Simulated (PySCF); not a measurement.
## Radial density of V (vanadium, neutral)

UHF, [Ar] 3d3 4s2, high-spin 4F determinant. Calculation: PySCF 2.14, in x2c-TZVPall (6s5p4d1f, 48 functions); the spin-free X2C one-electron Hamiltonian (Gaussian nucleus).

```csv
r (bohr),4πr²ρ (e/bohr),4πr²(ρα − ρβ)
0.00125,0.2032,0.0000
0.00210,0.5189,0.0000
0.00354,1.307,0.0001
0.00595,3.161,0.0002
0.0100,7.126,0.0003
0.0168,14.23,0.0007
0.0283,23.25,0.0009
0.0477,27.46,0.0006
0.0802,22.33,0.0005
0.135,22.95,0.0168
0.227,29.67,0.1402
0.381,14.72,0.6900
0.642,10.16,1.7961
1.08,9.530,2.0414
1.82,2.273,0.9571
3.05,0.8027,0.1643
5.14,0.2327,-0.0236
8.64,0.01009,-0.0032
```

Densities and radii are taken from the X2C orbitals without a picture-change correction, which distorts them close to the nucleus.

(1) Where is the radial spin density 4πr²(ρα − ρβ) most negative, and why is it negative at all?

## Answers

(1) Around r = 5.14 bohr, down to -0.0236 e/bohr: exchange with the open shell polarises the paired shells in an unrestricted calculation.
